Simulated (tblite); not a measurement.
C3H8O3Si2.
Numbering: `[O:1]=[C:2]([OH:3])[Si@@H:4]1[CH2:5][CH2:6][SiH2:7][O:8]1` (hydrogens: H9 on O3; H10 on Si4; H11, H12 on C5; H13, H14 on C6; H15, H16 on Si7)

Computed with GFN2-xTB (tblite), gas phase: L-BFGS steps from a force-field or distance-geometry start until the largest atomic force falls under 0.01 eV/Å.

Geometry at step 5:
```
atom  x, y, z in Å
O1      2.9493   -0.1102    1.4487
C2      2.2518   -0.2985    0.4888
O3      2.7373   -0.3412   -0.7605
Si4     0.4209   -0.6425    0.7717
C5     -0.6438   -0.8004   -0.7839
C6     -1.8870    0.0126   -0.4316
Si7    -1.1480    1.5562    0.3603
O8     -0.2389    0.6961    1.4314
H9      3.6981   -0.1835   -0.7666
H10     0.2186   -1.8315    1.5785
H11    -0.1822   -0.3832   -1.6753
H12    -0.8821   -1.8367   -1.0291
H13    -2.4282   -0.5663    0.3132
H14    -2.5675    0.1531   -1.2594
H15    -0.1930    2.1052   -0.5894
H16    -2.1131    2.4799    0.8918
```

Problem. Give the atomic forces at this geometry.

Solution. 
```tsv
atom	Fx (eV/Å)	Fy (eV/Å)	Fz (eV/Å)
O1	0.612	0.136	0.159
C2	0.138	-0.150	-0.172
O3	-0.124	0.046	0.207
Si4	-0.334	-0.316	-0.239
C5	-0.046	-0.280	-0.399
C6	-0.155	-0.308	-0.140
Si7	-0.224	-0.066	-0.300
O8	0.254	0.166	0.334
H9	0.008	0.014	0.023
H10	0.047	0.039	0.398
H11	0.150	0.056	-0.069
H12	-0.110	0.028	0.013
H13	-0.215	0.101	0.171
H14	-0.012	0.034	-0.335
H15	0.012	0.378	-0.089
H16	0.000	0.123	0.436
```

The largest, 0.65 eV/Å, acts on O1; the rms over all components is 0.219 eV/Å. The forces sum to zero within rounding, as they must for an isolated molecule in no field.

Problem. Give the force on O1 in Eh/bohr and in nN.

Solution. 0.647 eV/Å ÷ 51.422 = 0.01258 Eh/bohr, and 0.647 eV/Å × 1.602 = 1.04 nN.

Problem. How far is this geometry from the end of the optimisation?

Solution. 0.487 eV above it, and 0.538 Å rms away after alignment. The bonds farthest from their final lengths, with half the difference of the two atoms' forces along the bond (positive lengthens):

```tsv
bond	now (Å)	final (Å)	force along bond (eV/Å)
C2–Si4	1.884	1.909	+0.24
C6–Si7	1.886	1.909	+0.05
Si7–H16	1.438	1.457	+0.12
Si4–C5	1.892	1.907	-0.02
C5–C6	1.527	1.537	+0.07
C6–H14	1.081	1.090	+0.05
```

The angle farthest from its final value is O8–Si7–H16, 117.7° against 105.9°.

Of the 5 listed bonds off by 0.010 Å or more, this force points towards the final length in 4.

The cost below is that of the whole relaxation. Time: 1.6 s wall. Hardware: Arm Neoverse N1, one thread, shared host with 64 logical CPUs at a one-minute load of 59.
